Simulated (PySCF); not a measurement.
Zn(Br)2, SMILES [Br][Zn][Br], PBE0/def2-SVP optimised geometry.

```
3

Zn     0.00     0.00     0.00
Br     2.23     0.00     0.00
Br    -2.23     0.00     0.00
```

Density from PBE0/def2-TZVP (PySCF) at that geometry.

Minimum of the electron density along straight lines between bonded atoms, close to the bond critical point (lines longer than 1.1 times the sum of covalent radii, or with two minima, are not listed):

```csv
bond,length / Å,ρ at the minimum / e bohr⁻³,∇²ρ there / e bohr⁻⁵,position (fraction from the first atom)
Zn1–Br2,2.230,0.089,0.22,0.45
Zn1–Br3,2.230,0.089,0.22,0.45
```
